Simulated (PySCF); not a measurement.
Working out the ionisation energy of Se²⁺

Se²⁺ [Ar] 3d10 4s2 4p2 (3P) → Se³⁺ [Ar] 3d10 4s2 4p1 (2P). Calculation: PySCF 2.14, in aug-cc-pVDZ-DK (6s5p3d, 36 functions); the spin-free X2C one-electron Hamiltonian (Gaussian nucleus). Frozen: [Ar] 3d10. Energies in hartree (1 hartree = 27.21139 eV):

```json
{"part": "UHF", "Se²⁺ (lower)": "-2426.881924", "Se³⁺ (upper)": "-2425.743584"}
{"part": "CCSD correlation", "Se²⁺ (lower)": "-0.060445", "Se³⁺ (upper)": "-0.050017"}
{"part": "(T)", "Se²⁺ (lower)": "-0.000597", "Se³⁺ (upper)": "-0.000366"}
```

Q: What does Hartree-Fock give?

A: (-2425.743584) − (-2426.881924) = 1.138340 hartree = 30.976 eV.

Q: What do CCSD and CCSD(T) give?

A: The CCSD correlation energies differ by 0.010428 hartree = 0.284 eV and the triples by 0.000231 hartree = 0.006 eV, so CCSD gives 31.260 eV and CCSD(T) 31.266 eV.

A first-order spin-orbit estimate adds -0.032 eV to CCSD(T) (valence), giving 31.234 eV against 31.697 ± 0.019 eV (measured; NIST Atomic Spectra Database, ionization energies).

A double-zeta basis recovers only part of the correlation energy.

What remains against the reference includes basis incompleteness, the frozen core and higher excitations.
